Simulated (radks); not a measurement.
Coherent X-ray form factor from a spherical all-electron density. All-electron calculation, scalar-relativistic Kohn-Sham, LDA (Slater exchange, VWN5 correlation), spin-polarised, spherical densities, finite nucleus; Fermi nuclear charge, rms radius of each element as measured or else 0.836 A^(1/3) + 0.57 fm. Program: a radial shooting solver on a logarithmic mesh with Libxc functionals.

sin(theta)/lambda (1/angstrom),f0 (electrons)
0.05,39.834
0.1,39.344
0.15,38.553
0.2,37.498
0.25,36.225
0.3,34.786
0.4,31.629
0.5,28.429
0.6,25.479
0.8,20.820
1,17.649
1.25,14.768
1.5,12.331
2,8.469

The species is in the configuration that NIST lists as its ground one. Which atom or ion scatters so?

Answer. The xenon ion Xe14+, [Kr] 4d4. Extrapolating in s^2 from the first two rows gives f0(0) = 40.0, near the electron count 40; among species with that count, the fall with angle is slower the higher Z, and the table is that of Z = 54; from so few rows the species is fixed only to a neighbour or two.
